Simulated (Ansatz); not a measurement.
Two members of one family ([Ln(H2O)6]3+), computed with Ansatz in the gas phase; def2 core potentials for Eu, Gd, no spin–orbit coupling. The two geometries come from different levels. HOMO and LUMO are taken over both spins. With an open 4f shell the SCF may have ended above the lowest state. The structures are stationary points that may keep the symmetry of their start. Remarks come from the PBE and PBE0 runs and from stability tests at other levels; not every state was tested.

First: [Eu(H2O)6]3+ (septet, charge 3, r2SCAN-D4/def2-SVP geometry).

```csv
atom,x (Å),y (Å),z (Å)
Eu1,-0.0032,-0.0008,0.0024
O2,0.4043,0.1673,-2.3426
H3,0.8444,0.9015,-2.8184
H4,0.1347,-0.4478,-3.0541
O5,-0.4078,-0.1657,2.3469
H6,-0.1371,0.4512,3.0575
H7,-0.8397,-0.9020,2.8276
O8,-2.0357,1.2098,-0.2966
H9,-2.4102,1.5794,-1.1226
H10,-2.6661,1.4983,0.3962
O11,2.0327,-1.2073,0.3010
H12,2.6613,-1.4972,-0.3921
H13,2.4089,-1.5733,1.1272
O14,1.1386,2.0614,0.3717
H15,2.0801,2.1859,0.6073
H16,0.7717,2.9692,0.3777
O17,-1.1350,-2.0655,-0.3810
H18,-0.7649,-2.9712,-0.3915
H19,-2.0769,-2.1932,-0.6167
```

| level | HOMO (eV) | LUMO (eV) | gap (eV) |
| --- | --- | --- | --- |
| PBE-D4/def2-SVP | -20.24 | -20.00 | 0.24 |
| PBE-D4/def2-TZVP | -20.45 | -20.18 | 0.27 |
| r2SCAN-D4/def2-TZVP | -21.06 | -20.23 | 0.83 |
| PBE0-D4/def2-SVP | -22.52 | -18.60 | 3.92 |
| PBE0-D4/def2-TZVP | -22.65 | -18.48 | 4.18 |

Metal–donor distances: 6 × O 2.38 to 2.39 Å. Remarks: spin-contaminated (⟨S²⟩ up to 12.17).

Second: [Gd(H2O)6]3+ (octet, charge 3, PBE-D4/def2-SVP geometry).

```tsv
atom	x (Å)	y (Å)	z (Å)
Gd1	0.001	0.000	-0.001
O2	0.016	1.275	1.982
H3	-0.346	1.030	2.866
H4	0.385	2.180	2.120
O5	-0.023	-1.273	-1.985
H6	-0.396	-2.176	-2.124
H7	0.339	-1.027	-2.870
O8	-2.076	0.947	-0.587
H9	-2.604	1.613	-0.086
H10	-2.620	0.771	-1.391
O11	2.077	-0.951	0.585
H12	2.621	-0.778	1.390
H13	2.605	-1.616	0.081
O14	-1.111	-1.745	1.130
H15	-0.712	-2.506	1.615
H16	-2.083	-1.885	1.226
O17	1.117	1.746	-1.124
H18	2.089	1.884	-1.220
H19	0.721	2.510	-1.608
```

Problem. What does the change do? Estimate second minus first.

Solution. 
```json
{"level": "PBE-D4/def2-SVP", "Δ HOMO (eV)": "-0.36", "Δ LUMO (eV)": "2.87", "Δ gap (eV)": "3.23"}
{"level": "PBE-D4/def2-TZVP", "Δ HOMO (eV)": "-0.39", "Δ LUMO (eV)": "2.81", "Δ gap (eV)": "3.20"}
{"level": "r2SCAN-D4/def2-TZVP", "Δ HOMO (eV)": "-0.20", "Δ LUMO (eV)": "4.87", "Δ gap (eV)": "5.07"}
{"level": "PBE0-D4/def2-SVP", "Δ HOMO (eV)": "-0.04", "Δ LUMO (eV)": "5.29", "Δ gap (eV)": "5.33"}
{"level": "PBE0-D4/def2-TZVP", "Δ HOMO (eV)": "-0.06", "Δ LUMO (eV)": "4.99", "Δ gap (eV)": "5.05"}
```

Metal–donor distances: 6 × O 2.36 Å.
